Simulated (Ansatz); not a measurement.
The same path of BClH3N + H2S (9 atoms, charge 0, multiplicity 1) was run 3 times with different band settings. Lost on the way: B1–Cl2, S7–H9. Made: B1–S7, Cl2–H9.

All numbers below come from Ansatz 0.2.0, RHF/def2-SVP.

Relaxed end points:

```xyz
9
Properties=species:S:1:pos:R:3
B 0.096 -0.400 -0.252
Cl -0.026 -1.031 1.422
N 1.317 -0.413 -0.899
H 2.159 -0.752 -0.479
H 1.426 -0.067 -1.829
H -0.893 0.008 -0.777
S -0.071 3.149 1.716
H 1.182 3.013 2.156
H -0.465 1.968 2.194
```

```xyz
9
Properties=species:S:1:pos:R:3
B 0.182 0.749 -0.483
Cl -0.545 -0.663 3.267
N 1.388 0.155 -0.833
H 1.422 -0.656 -1.415
H 2.286 0.467 -0.526
H -0.855 0.310 -0.885
S 0.036 2.226 0.604
H 1.327 2.439 0.879
H -0.517 0.450 2.644
```

Common settings: movable images 9; climbing image yes; spring 5.0 eV/Å²; optimiser quadratic models (default); end points relaxed.

| run | start path | force threshold | iteration limit |
| --- | --- | --- | --- |
| 1 | through a guess of the saddle point | 0.05 eV/Å | 58 |
| 2 | straight line | 0.05 eV/Å | 60 |
| 3 | through a guess of the saddle point | 0.5 eV/Å | 60 |

(1) What does each run give, and how far can it be trusted?

## Answers

(1) Run 1: not converged after 58 iterations, highest image 2.089 eV above the first end. The band didn't meet its force threshold, so its energies are provisional: the largest band force was still 0.13 eV/Å, and over the last iterations the top stayed at 2.09 eV. Neighbouring images lie up to 1.7 Å apart, so the band is torn or far too coarse.
Run 2: converged after 45 iterations, highest image 2.089 eV above the first end. The profile has 2 maxima (images 2, 7) with wells between them (image 4): this band takes more than one step, which may be the mechanism or a detour left from its start path. Neighbouring images differ by up to 1.4 eV, so the band resolves the path poorly. The order of the point at the top wasn't checked.
Run 3: converged after 16 iterations, highest image 2.443 eV above the first end. The threshold of 0.5 eV/Å is loose, so the images may lie well off the minimum-energy path. Neighbouring images differ by up to 1.2 eV, so the band resolves the path poorly. The order of the point at the top wasn't checked.
The orbitals stay closed-shell, which can raise the energy where a bond breaks towards radicals; this wasn't checked here.
